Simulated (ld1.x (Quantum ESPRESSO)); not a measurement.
## How hard is this Zn TM potential?

zinc, norm-conserving Troullier–Martins (Kleinman–Bylander form), made with ld1.x (Quantum ESPRESSO) 7.5 (PBEsol, scalar-relativistic). Core [Ne] 3s2, reference 3p6 3d9 4s0 4p0 (charge +3). Waves: 4s (bound, empty): rc 1.90 bohr; 3d (bound): rc 1.20 bohr; 3p (bound): rc 1.15 bohr. Local part: the p channel. Core correction: a·sin(br)/r model core inside 0.85 bohr.

The pseudo-atom Hamiltonian at the reference potential is diagonalised in spherical Bessel functions j_l(qr) that vanish at 20 bohr, with q² up to the cutoff. All-electron valence levels (Ry): 4s -2.5934, 3d -3.7256, 3p -9.1777, 4p -1.9372.

Question: How do the lowest levels (Ry) of each channel move with the cutoff, and are there ghosts?

Answer:

```tsv
cutoff (Ry)	s #1	s #2	s #3	d #1	d #2	p #1	p #2	p #3	f #1	f #2	Σ f·Δε (mRy)
8	-2.5757	-1.3046	-0.8395	-1.3384	-0.6560	-3.9352	-1.2470	-0.6324	-0.6087	-0.3822	52940.0
15	-4.3245	-2.5799	-1.0563	-1.4716	-0.7043	-5.7503	-1.5156	-0.7208	-0.6109	-0.3838	40850.7
25	-8.8244	-2.5889	-1.0593	-1.6321	-0.7583	-7.3820	-1.7135	-0.7831	-0.6114	-0.3842	29615.0
35	-10.9692	-2.5929	-1.0593	-1.8094	-0.8113	-8.3451	-1.8266	-0.8184	-0.6116	-0.3843	22241.5
50	-11.9485	-2.5932	-1.0598	-2.1841	-0.8996	-8.9270	-1.9006	-0.8415	-0.6117	-0.3844	15378.2
70	-12.1428	-2.5934	-1.0602	-2.7686	-0.9926	-9.1404	-1.9336	-0.8519	-0.6117	-0.3844	8836.4
100	-12.1685	-2.5934	-1.0603	-3.4466	-1.0638	-9.1767	-1.9418	-0.8547	-0.6117	-0.3844	2516.8
140	-12.1698	-2.5934	-1.0603	-3.7066	-1.0855	-9.1771	-1.9421	-0.8548	-0.6117	-0.3844	174.6
180	-12.1711	-2.5934	-1.0603	-3.7248	-1.0870	-9.1776	-1.9421	-0.8548	-0.6117	-0.3844	7.7
260	-12.1713	-2.5934	-1.0603	-3.7253	-1.0870	-9.1777	-1.9422	-0.8548	-0.6117	-0.3844	2.8
400	-12.1713	-2.5934	-1.0603	-3.7256	-1.0871	-9.1777	-1.9422	-0.8548	-0.6117	-0.3844	0.0
```

Result: ghost state, extra bound levels that the all-electron valence spectrum of the same l lacks: s at -165.6 eV (a true bound ghost makes a file unfit for plane-wave use); 10 mRy is reached at 180 Ry and 1 mRy at over 300 Ry.
